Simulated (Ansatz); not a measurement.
System: sum formula CuOH, charge -1, multiplicity 2. The spin state was set by rule; other spins were not relaxed. SMILES of the parent species: [OH][Cu]
Geometry from a B3LYP-D3(BJ)/def2-TZVP (Ansatz, a program for electronic structure) optimisation:
```
O
H 1 0.9661
Cu 1 1.8944 2 102.08
```
Charge -1, spin multiplicity 2.

**Question.** Give the harmonic wavenumbers at B3LYP-D3(BJ)/def2-TZVP (Ansatz, finite differences of forces, unscaled).

**Answer.** 465, 690, 3737 cm⁻¹. Zero-point energy 7.0 kcal/mol.

**Question.** From these and the geometry, give the ideal-gas thermochemistry at 298.15 K and 1 atm (rigid rotor, harmonic oscillator).

**Answer.** Point group Cs, rotational symmetry number 1. Rotational constants 605.9, 10.34, 10.17 GHz. S(trans) 39.07, S(rot) 19.16, S(vib) 1.07, S(elec, spin only) 1.38, S 60.7 cal/(mol K). H(298) - H(0) 2.60 kcal/mol; G - E(el) -8.5 kcal/mol.
